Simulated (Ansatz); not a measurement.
CH4FNOSi, SMILES `F[SiH]1NCO1`, relaxed with RKS PBE0-D4/def2-TZVP in Ansatz 0.2.0 from a PBE-D4/def2-SVP geometry. The force threshold is 0.005 eV/Å; the program also tests the step.

The species carries charge 0 and has multiplicity 1.

Start:

```xyz
9

F     0.035    0.483   -2.375
Si    0.169   -0.462   -1.048
N    -0.901   -0.146    0.273
C     0.248    0.369    1.031
O     1.308    0.068    0.094
H     0.347   -1.834   -1.599
H    -1.838    0.238    0.390
H     0.201    1.464    1.247
H     0.432   -0.179    1.985
```

| step | energy (eV) | largest force (eV/Å) | largest move (Å) |
| --- | --- | --- | --- |
| 1 | -15228.8408 | 1.363 | 0.000 |
| 2 | -15228.9134 | 0.844 | 0.026 |
| 3 | -15228.9396 | 0.088 | 0.034 |
| 4 | -15228.9399 | 0.037 | 0.004 |
| 5 | -15228.9400 | 0.028 | 0.009 |
| 6 | -15228.9402 | 0.019 | 0.006 |
| 7 (rejected) | -15228.9400 | 0.050 | 0.018 |
| 8 | -15228.9403 | 0.004 | 0.009 |

End:

```xyz
9

F     0.022    0.468   -2.319
Si    0.170   -0.446   -1.027
N    -0.898   -0.160    0.270
C     0.244    0.361    1.024
O     1.289    0.074    0.076
H     0.351   -1.805   -1.562
H    -1.805    0.260    0.361
H     0.192    1.437    1.227
H     0.436   -0.189    1.950
```

Run time 71 s (2 threads of an Arm Neoverse N1 on a shared host); peak host memory 0.41 GiB.
